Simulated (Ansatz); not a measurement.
Steps of a relaxation of CH₇MoN₃O, SMILES `C[N]=[Mo]([NH2])([NH2])=[O]` with RKS PBE-D4/def2-SVP.

```sh
$ ansatz run in.yaml --threads 8 --pin off --events-out ev --progress --plain --max-ram 18278MiB
```

```yaml
crystal:
  periodic: [false, false, false]
  atoms:
    - {symbol: C, position_ang: [-1.236300, -1.691900, -0.794000]}
    - {symbol: N, position_ang: [-0.320200, -0.653700, -1.169800]}
    - {symbol: Mo, position_ang: [-0.019800, 0.826200, -0.019000]}
    - {symbol: N, position_ang: [0.746400, 0.112300, 1.874500]}
    - {symbol: N, position_ang: [1.513000, 2.062700, -0.865400]}
    - {symbol: O, position_ang: [-1.517500, 1.794700, 0.212600]}
    - {symbol: H, position_ang: [-0.958600, -2.118900, 0.155400]}
    - {symbol: H, position_ang: [-1.298700, -2.401800, -1.607400]}
    - {symbol: H, position_ang: [-2.275000, -1.152700, -0.644500]}
    - {symbol: H, position_ang: [-0.130700, -0.412500, 2.322000]}
    - {symbol: H, position_ang: [1.402900, -0.607800, 1.703400]}
    - {symbol: H, position_ang: [2.345100, 1.461200, -1.046000]}
    - {symbol: H, position_ang: [1.769900, 2.747400, -0.107000]}
basis:
  gaussian: {orbitals: def2-SVP}
hamiltonian: {xc: pbe, dispersion: d4}
relax: {f_tol: 0.03, max_steps: 200}
```

Positions (Å) and forces (eV/Å) along the path, 10 of 14 steps:

```xyz
13
step=1 energy=-9511.6671 eV
C    -1.236   -1.692   -0.794   -2.022    2.424   -0.773
N    -0.320   -0.654   -1.170    1.257    3.262    3.579
Mo   -0.020    0.826   -0.019   -0.237    0.828   -1.953
N     0.746    0.112    1.875   -4.648    0.865   -1.004
N     1.513    2.063   -0.865   -1.508   -1.466    1.917
O    -1.518    1.795    0.213    3.063   -2.508   -0.124
H    -0.959   -2.119    0.155    0.279   -0.876    0.846
H    -1.299   -2.402   -1.607   -0.303   -0.978   -0.461
H    -2.275   -1.153   -0.644    1.022   -1.228   -0.240
H    -0.131   -0.412    2.322    2.042    1.260   -0.678
H     1.403   -0.608    1.703    1.427   -1.533   -0.298
H     2.345    1.461   -1.046   -0.270    0.283   -0.064
H     1.770    2.747   -0.107   -0.104   -0.332   -0.747
13
step=2 energy=-9513.2329 eV
C    -1.250   -1.643   -0.789   -0.390    1.215   -0.345
N    -0.247   -0.608   -1.013    0.036    0.502    0.856
Mo    0.079    0.882   -0.068   -2.322   -1.292    0.930
N     0.632    0.121    1.717   -1.073   -0.946    0.521
N     1.471    2.002   -0.799    1.436    0.223    0.452
O    -1.439    1.646    0.277    1.149   -0.453   -0.212
H    -1.013   -2.167    0.155    0.085   -0.273    0.131
H    -1.292   -2.361   -1.625    0.043   -0.240   -0.150
H    -2.288   -1.188   -0.661    0.602   -0.301   -0.125
H    -0.114   -0.358    2.340    1.085    1.176   -1.069
H     1.382   -0.593    1.682   -0.030    0.240   -0.100
H     2.328    1.469   -1.058   -0.364    0.403   -0.244
H     1.771    2.763   -0.143   -0.255   -0.255   -0.645
13
step=4 energy=-9513.7036 eV
C    -1.269   -1.648   -0.886    0.478    0.123   -0.032
N    -0.218   -0.641   -0.855   -0.585   -0.477    0.097
Mo    0.061    0.823    0.083    0.078    0.132   -0.026
N     0.679    0.131    1.819   -0.310   -0.597    0.725
N     1.471    1.910   -0.738    1.124    0.198   -0.012
O    -1.420    1.598    0.432   -0.018    0.056    0.025
H    -1.146   -2.313    0.011   -0.044    0.081   -0.262
H    -1.212   -2.293   -1.795    0.057    0.097    0.069
H    -2.288   -1.202   -0.834    0.017    0.037   -0.042
H    -0.027   -0.055    2.572    0.599    0.354   -0.552
H     1.330   -0.674    1.808   -0.195    0.280    0.035
H     2.278    1.512   -1.275   -0.815    0.270    0.278
H     1.783    2.819   -0.327   -0.386   -0.554   -0.304
13
step=6 energy=-9513.9512 eV
C    -1.258   -1.668   -1.000    0.106    0.163    0.077
N    -0.300   -0.655   -0.660   -0.065   -0.147   -0.067
Mo    0.064    0.813    0.240   -0.102   -0.350   -0.172
N     0.745    0.173    1.971   -0.109   -0.151    0.254
N     1.445    1.798   -0.733    0.364    0.088   -0.095
O    -1.357    1.700    0.564   -0.064    0.138    0.080
H    -1.244   -2.475   -0.225    0.019    0.062   -0.119
H    -1.042   -2.152   -1.982    0.085    0.107    0.087
H    -2.294   -1.260   -1.039   -0.023   -0.020   -0.031
H     0.145    0.216    2.809    0.245    0.112   -0.166
H     1.299   -0.694    1.997   -0.069    0.108    0.079
H     2.075    1.419   -1.455   -0.260    0.075    0.131
H     1.742    2.750   -0.472   -0.128   -0.186   -0.058
13
step=8 energy=-9514.0578 eV
C    -1.250   -1.663   -1.074    0.045    0.036    0.011
N    -0.329   -0.693   -0.587    0.089   -0.006    0.046
Mo    0.044    0.768    0.313    0.102   -0.110   -0.038
N     0.773    0.162    2.033   -0.181   -0.033    0.190
N     1.408    1.724   -0.716    0.036    0.004   -0.110
O    -1.340    1.720    0.627   -0.056    0.092    0.061
H    -1.314   -2.515   -0.360    0.002   -0.048   -0.005
H    -0.921   -2.079   -2.049    0.071   -0.029   -0.075
H    -2.274   -1.257   -1.207   -0.137    0.065   -0.008
H     0.399    0.497    2.932    0.169   -0.005   -0.197
H     1.223   -0.752    2.152   -0.022    0.061    0.041
H     1.906    1.368   -1.539   -0.075    0.025    0.091
H     1.695    2.687   -0.509   -0.041   -0.051   -0.008
13
step=9 energy=-9514.0789 eV
C    -1.223   -1.636   -1.125    0.016   -0.017    0.009
N    -0.291   -0.717   -0.559   -0.194   -0.258    0.195
Mo    0.036    0.732    0.372    0.210    0.095   -0.159
N     0.765    0.171    2.102   -0.075   -0.070    0.205
N     1.348    1.652   -0.742    0.110    0.271    0.030
O    -1.336    1.704    0.681   -0.118    0.062   -0.014
H    -1.308   -2.537   -0.476    0.004   -0.005   -0.037
H    -0.880   -1.988   -2.123    0.009    0.006   -0.034
H    -2.243   -1.203   -1.237   -0.024    0.013   -0.034
H     0.528    0.638    2.990    0.108   -0.075   -0.250
H     1.175   -0.751    2.278    0.017    0.056    0.037
H     1.813    1.280   -1.574   -0.048   -0.038    0.062
H     1.637    2.622   -0.572   -0.015   -0.040   -0.011
13
step=10 energy=-9514.1036 eV
C    -1.235   -1.642   -1.158   -0.024   -0.064    0.102
N    -0.346   -0.782   -0.452    0.095    0.112   -0.147
Mo    0.023    0.705    0.407   -0.087   -0.130   -0.006
N     0.771    0.175    2.127   -0.046    0.095    0.116
N     1.329    1.624   -0.720    0.032   -0.009   -0.092
O    -1.334    1.710    0.687   -0.025    0.061   -0.019
H    -1.332   -2.616   -0.623    0.000    0.002   -0.050
H    -0.837   -1.865   -2.175   -0.023    0.003    0.041
H    -2.258   -1.213   -1.269    0.002    0.005   -0.018
H     0.668    0.775    2.952    0.066   -0.030    0.018
H     1.179   -0.728    2.375    0.020   -0.068    0.011
H     1.806    1.211   -1.526    0.013    0.016    0.036
H     1.586    2.610   -0.611   -0.021    0.007    0.008
13
step=11 energy=-9514.1103 eV
C    -1.238   -1.645   -1.148    0.011   -0.007   -0.014
N    -0.315   -0.784   -0.483   -0.020    0.000   -0.004
Mo    0.031    0.702    0.388    0.096   -0.138    0.283
N     0.758    0.152    2.133   -0.109    0.080   -0.262
N     1.329    1.650   -0.723   -0.024   -0.016    0.024
O    -1.336    1.700    0.647   -0.034    0.039   -0.021
H    -1.362   -2.595   -0.580   -0.001    0.007    0.006
H    -0.855   -1.921   -2.156    0.000    0.001   -0.003
H    -2.245   -1.185   -1.276    0.001   -0.008    0.014
H     0.743    0.766    2.953    0.013    0.004    0.012
H     1.125   -0.771    2.372    0.011   -0.010   -0.007
H     1.872    1.244   -1.489    0.021    0.022   -0.004
H     1.512    2.652   -0.624    0.035    0.026   -0.025
13
step=13 energy=-9514.1134 eV
C    -1.240   -1.652   -1.145    0.009   -0.005    0.011
N    -0.344   -0.768   -0.476   -0.047   -0.108   -0.077
Mo    0.010    0.716    0.389    0.053    0.126    0.097
N     0.734    0.157    2.118    0.000   -0.020   -0.002
N     1.332    1.646   -0.712    0.010   -0.010   -0.019
O    -1.339    1.741    0.645    0.000   -0.015   -0.011
H    -1.302   -2.622   -0.601   -0.004   -0.003   -0.004
H    -0.867   -1.881   -2.169   -0.005    0.001   -0.001
H    -2.273   -1.245   -1.237    0.019    0.013    0.012
H     0.768    0.771    2.938   -0.007    0.006   -0.013
H     1.110   -0.768    2.341   -0.009    0.011   -0.011
H     1.891    1.225   -1.459   -0.007    0.003    0.013
H     1.542    2.645   -0.618   -0.012    0.001    0.005
13
step=14 energy=-9514.1140 eV
C    -1.240   -1.652   -1.142   -0.002    0.013    0.000
N    -0.335   -0.771   -0.480    0.001   -0.028    0.000
Mo    0.017    0.715    0.387   -0.022    0.013   -0.014
N     0.733    0.153    2.118    0.002    0.011    0.015
N     1.335    1.650   -0.714    0.006    0.005    0.004
O    -1.339    1.732    0.637    0.011   -0.005    0.000
H    -1.307   -2.621   -0.596    0.003    0.001   -0.001
H    -0.876   -1.885   -2.168   -0.003    0.000    0.002
H    -2.269   -1.234   -1.227    0.004   -0.002    0.002
H     0.762    0.767    2.937    0.000   -0.003   -0.009
H     1.105   -0.773    2.342    0.001   -0.008   -0.001
H     1.902    1.232   -1.455   -0.001    0.002    0.001
H     1.530    2.652   -0.624    0.000   -0.002    0.000
```

Run time 15 s (8 threads of an AMD EPYC 7B13 on a shared host); peak host memory 0.23 GiB.
